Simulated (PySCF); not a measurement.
Species: CH6AsNSi.
Numbering: `[H]/[N:1]=[CH:2]/[SiH2:3][AsH2:4]` (hydrogens: H5 on N1; H6 on C2; H7, H8 on Si3; H9, H10 on As4)

A GFN2-xTB structure was refined with PBE0-D3(BJ)/def2-SVP geometry optimisation, gas phase in PySCF. Its GFN2-xTB values:

```
   coordinate  GFN2-xTB
        N1=C2   1.278 Å
        N1–H5   0.995 Å
       C2–Si3   1.917 Å
        C2–H6   1.105 Å
      Si3–As4   2.281 Å
       Si3–H7   1.487 Å
       As4–H9   1.477 Å
    N1–C2–Si3    117.6°
     C2–N1–H5    117.3°
   C2–Si3–As4    106.8°
    C2–Si3–H7    104.7°
    C2–Si3–H8    105.3°
    Si3–C2–H6    120.1°
   Si3–As4–H9     94.0°
   As4–Si3–H7    115.3°
N1–C2–Si3–As4        0°
```

Question: How do these coordinates change at the PBE0-D3(BJ)/def2-SVP level?

Answer: 
```json
{"coordinate": "Si3–As4", "PBE0-D3(BJ)/def2-SVP (Å or °)": "2.358", "change": "+0.077"}
{"coordinate": "As4–H9", "PBE0-D3(BJ)/def2-SVP (Å or °)": "1.525", "change": "+0.048"}
{"coordinate": "N1–H5", "PBE0-D3(BJ)/def2-SVP (Å or °)": "1.027", "change": "+0.032"}
{"coordinate": "C2–Si3", "PBE0-D3(BJ)/def2-SVP (Å or °)": "1.904", "change": "-0.013"}
{"coordinate": "Si3–H7", "PBE0-D3(BJ)/def2-SVP (Å or °)": "1.497", "change": "+0.010"}
{"coordinate": "C2–H6", "PBE0-D3(BJ)/def2-SVP (Å or °)": "1.112", "change": "+0.007"}
{"coordinate": "N1=C2", "PBE0-D3(BJ)/def2-SVP (Å or °)": "1.272", "change": "-0.006"}
{"coordinate": "C2–N1–H5", "PBE0-D3(BJ)/def2-SVP (Å or °)": "111.0", "change": "-6.3"}
{"coordinate": "C2–Si3–As4", "PBE0-D3(BJ)/def2-SVP (Å or °)": "112.2", "change": "+5.4"}
{"coordinate": "As4–Si3–H7", "PBE0-D3(BJ)/def2-SVP (Å or °)": "110.0", "change": "-5.3"}
{"coordinate": "Si3–As4–H9", "PBE0-D3(BJ)/def2-SVP (Å or °)": "89.9", "change": "-4.1"}
{"coordinate": "C2–Si3–H8", "PBE0-D3(BJ)/def2-SVP (Å or °)": "108.8", "change": "+3.5"}
{"coordinate": "C2–Si3–H7", "PBE0-D3(BJ)/def2-SVP (Å or °)": "108.0", "change": "+3.3"}
{"coordinate": "Si3–C2–H6", "PBE0-D3(BJ)/def2-SVP (Å or °)": "117.4", "change": "-2.7"}
{"coordinate": "N1–C2–Si3", "PBE0-D3(BJ)/def2-SVP (Å or °)": "120.2", "change": "+2.6"}
{"coordinate": "N1–C2–Si3–As4", "PBE0-D3(BJ)/def2-SVP (Å or °)": "-10", "change": "-10"}
```

The energy falls by 0.229 eV over 11 energy and gradient evaluations, the largest force component goes from 0.0359 to 3.6e-04 Eh/bohr, and the atoms move by 0.146 Å rms after alignment. The bond that changes most is Si3–As4 (ends: SiH2 silicon; arsenic bonded to Si and 2 H), which lengthens by 0.077 Å. Bonds longer at the end by more than 0.005 Å: 7 of 9; shorter: 2. Among the dihedrals that turn most is N1–C2–Si3–H7, from 123° to 112°. Rotational constants go from 6199, 1990, 1553 to 6557, 1739, 1417 MHz.

The run used 108 basis functions and 73 SCF cycles in all.

Stationary, but not proved a minimum. The numbers are those of one conformer.
